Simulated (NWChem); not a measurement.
**Basis-set dependence for BCl (+1)**

```
Cl
B 1 1.6037
```
Charge +1, spin multiplicity 2.

Everything below was run with NWChem. All single points use one geometry, from UPBE0/def2-SVP, a minimum by its harmonic frequencies.

Hartree-Fock energies in Ha, correlation energies in mHa.

The correlated methods keep 6 core orbitals frozen. The Pople sets run with spherical d functions. This spin state was chosen for the runs; another may lie lower. The structure started from a generated list of species. The unpaired electrons of the parent sit in orbitals of symmetry a1 (C2v labels of the run); other states weren't searched. No SCF solution was tested for a lower state. Open-shell Hartree-Fock references start from PBE0 orbitals. Coupled-cluster values serve here as a point of comparison, not as the truth.

```
basis      functions         UHF    UMP2  SCS-UMP2  CCSD on ROHF  CCSD[T] on ROHF  CCSD(T) on ROHF  CCSD on UHF  CCSD[T] on UHF  CCSD(T) on UHF
---------  ---------  ----------  ------  --------  ------------  ---------------  ---------------  -----------  --------------  --------------
def2-SVP          32  -483.64068  -174.1    -167.9        -192.5           -201.1           -200.2       -191.2          -199.5          -198.7
6-311G**          44  -483.81563  -179.9    -173.8        -198.6           -208.2           -207.3       -197.2          -206.5          -205.7
def2-TZVP         68  -483.82753  -225.1    -220.1        -247.3           -261.2           -260.5       -246.0          -259.5          -258.9
def2-QZVP        127  -483.84128  -249.7    -247.0       not run          not run          not run      not run         not run         not run
```

From def2-TZVP to def2-QZVP the Hartree-Fock energy moves by -13.8 mHa and the UMP2 correlation energy by -24.6 mHa, which is 10 % of its value in the larger set.
